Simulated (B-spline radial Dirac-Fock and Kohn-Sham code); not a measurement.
ΔSCF core binding energies without Breit or QED terms, calculated with a radial B-spline solver.

A sound run for V⁵⁺, configuration [Ne] 3s2 3p6: The ground state converged in 9 iterations, with total energy -942.48165 Ha, virial ratio 1.98851 and highest orbital energy -128.07 eV. ΔSCF binding energies: K (1s) 5572.3 eV, L3 (2p3/2) 616.5 eV. Holes are computed only in closed shells, and unreliable hole states are left out.

A second run, with one unsound setting: The ground state converged in 11 iterations, with total energy -1506.45496 Ha, virial ratio 1.16496 and highest orbital energy -128.99 eV. ΔSCF binding energies: K (1s) 2566.5 eV, L3 (2p3/2) 554.5 eV. Holes are computed only in closed shells, and unreliable hole states are left out.

```
iter   energy (Ha)        error
   1     -899.62306256  1.47e+00
   2    -1493.10827822  6.49e+00
   3    -1504.78942580  2.74e+00
   4    -1506.19766776  1.20e+00
   5    -1506.44370212  1.17e-01
   6    -1506.45461222  1.36e-02
   7    -1506.45495063  2.29e-03
   8    -1506.45496169  2.39e-04
   9    -1506.45496178  9.93e-06
  11    -1506.45496178  8.34e-08
```

Question: Which fault fits the second run best?
A. functional not served
B. unbound anion
C. speed of light below Z
D. spline order too low

Answer: C. The input had c_factor = 0.0975: c_factor makes c so small that Zα exceeds 1, so any numbers that come out have no meaning.
